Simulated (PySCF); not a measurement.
# Ionisation energy of Nb¹⁸⁺ by level of theory

Nb¹⁸⁺ [Ar] 3d5 [3d3/2^4 3d5/2^1, M_J = 5/2] → Nb¹⁹⁺ [Ar] 3d4 [3d3/2^4, M_J = 0], as a difference of total energies. Calculation: PySCF 2.14, in an uncontracted even-tempered set (17 s from 1.9 bohr⁻², ratio 2.8; 12 p from 2.4 bohr⁻², ratio 2.8; 8 d from 2.4 bohr⁻², ratio 2.8; 4 f from 9.3 bohr⁻², ratio 3); the two-component X2C-1e Hamiltonian. Correlated levels: [Ne] frozen; the 76 highest virtual spinors dropped. "Screened" scales the spin-orbit matrix elements by Boettger's factors to mimic the two-electron term; Breit and QED terms are absent.

| method | ionisation energy (eV) |
| --- | --- |
| GHF (spin-free) | 761.71 |
| GMP2 (spin-free) | 762.05 |
| GHF (screened spin-orbit) | 759.83 |
| GMP2 (screened spin-orbit) | 760.09 |

Question: How much does correlation contribute at GMP2 (screened spin-orbit)?

Answer: 760.09 − (759.83) = 0.26 eV, measured against GHF (screened spin-orbit).

Breit and QED terms and the two-electron picture change are absent.

The spin-free rows relax to the high-spin LS determinant and lack the spin-orbit shift.

The labels give the starting determinants; with spin-orbit coupling the two ends relaxed to ⟨J²⟩ = 8.75, ⟨L²⟩ = 0.10, ⟨S²⟩ = 8.53 and ⟨J²⟩ = 2.84, ⟨L²⟩ = 5.58, ⟨S²⟩ = 5.57.

The determinant of Nb¹⁹⁺ mixes levels of different J (the jj label is only the starting occupation), so the difference between spin-free and spin-orbit rows is not the physical spin-orbit shift.

For comparison: 758 ± 3 eV (theoretical estimate listed by NIST; NIST Atomic Spectra Database, ionization energies).
